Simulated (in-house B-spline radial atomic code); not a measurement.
A calculation on Ta XLVII (Ta46+): its settings, and results tabulated from the run. Method: Dirac-Kohn-Sham OLYP, spherical fractional occupations, Fermi nucleus of rms radius 5.3507 fm. Calculated with an all-electron radial atomic-structure program (B-spline basis).

Command:
```bash
python run_scf.py task.json out
```
Settings (nuclear radius in fm, mass in u):
```
Z                73
configuration    [Ar] 3d9
hamiltonian      dirac
method           optx,lyp
spin_polarised   False
nucleus          fermi
rms_radius       5.3507
atomic_mass      180.948
speed_of_light   137.035999084
```

Output (hartree, bohr):
```
 radial grid: 55 intervals, B-splines of order 8, outer radius 1.4775 bohr

 iter        energy (Eh)    residual
    1      -14002.713726    6.45e+00
    2      -14079.912924    1.22e+00
    3      -14082.344666    4.95e-01
    4      -14082.753190    2.01e-01
    5      -14082.830851    3.81e-02
    6      -14082.833839    1.65e-04
    7      -14082.833839    3.27e-06
    8      -14082.833839    2.74e-08

 total energy                    -14082.83384
 kinetic                           15946.6497
 electron-nucleus                 -32363.3076
 Hartree                            2565.0981
 exchange-correlation               -231.2740

 first-order corrections (not in the total)
   Gaunt                            17.2490
   retardation                      -1.7673
   frequency dependence             -0.2994
   self-energy                      13.2049
   Uehling                          -2.4458
   Wichmann-Kroll                    0.0951
   recoil                            0.0280

 orbital      occ     eigenvalue          <r>       <r^2>       <1/r>       r_max    small
 1s1/2      2.000     -2561.2627    0.0186655 0.000478806     85.3927     0.01168  7.56e-02
 2s1/2      2.000      -512.4151    0.0781269  0.00727388     20.8036     0.06696  1.72e-02
 2p1/2      2.000      -494.2206    0.0646693  0.00519677     20.7645     0.04984  1.72e-02
 2p3/2      4.000      -447.2585    0.0724428  0.00638303     17.5491     0.05654  1.56e-02
 3s1/2      2.000      -179.4600     0.199138   0.0453678     7.84539      0.1863  5.94e-03
 3p1/2      2.000      -171.6161      0.18866   0.0413705     7.76308      0.1742  5.88e-03
 3p3/2      4.000      -160.8673     0.201785   0.0471038     6.93585      0.1873  5.44e-03
 3d3/2      3.600      -148.0993      0.17557   0.0359235     6.81615      0.1459  5.29e-03
 3d5/2      5.400      -145.6991     0.179619   0.0374656     6.61914      0.1495  5.17e-03

 Slater integrals (Eh)
   F0(3p1/2,3p1/2)               4.772926
   F0(3p1/2,3p3/2)               4.603367
   G2(3p1/2,3p3/2)               2.239137
   F0(3p1/2,3d3/2)               4.903401
   G1(3p1/2,3d3/2)               2.642502
   F0(3p1/2,3d5/2)               4.853256
   G3(3p1/2,3d5/2)               1.726974
   F0(3p3/2,3p3/2)               4.456265
   F2(3p3/2,3p3/2)               2.226856
   F0(3p3/2,3d3/2)               4.714823
   F2(3p3/2,3d3/2)               2.230720
   G1(3p3/2,3d3/2)               2.337058
   G3(3p3/2,3d3/2)               1.561472
   F0(3p3/2,3d5/2)               4.670848
   F2(3p3/2,3d5/2)               2.237499
   G1(3p3/2,3d5/2)               2.378893
   G3(3p3/2,3d5/2)               1.589738
   F0(3d3/2,3d3/2)               5.154030
   F2(3d3/2,3d3/2)               2.627818
   F0(3d3/2,3d5/2)               5.094468
   F2(3d3/2,3d5/2)               2.606780
   G2(3d3/2,3d5/2)               2.560679
   G4(3d3/2,3d5/2)               1.651930
   F0(3d5/2,3d5/2)               5.037695
   (list cut)
```

Run time, properties included: 0.63 s on 1 thread of Arm Neoverse V1 (shared host).

For the Dirac Hamiltonian the kinetic term is c α·p + (β - 1)c².
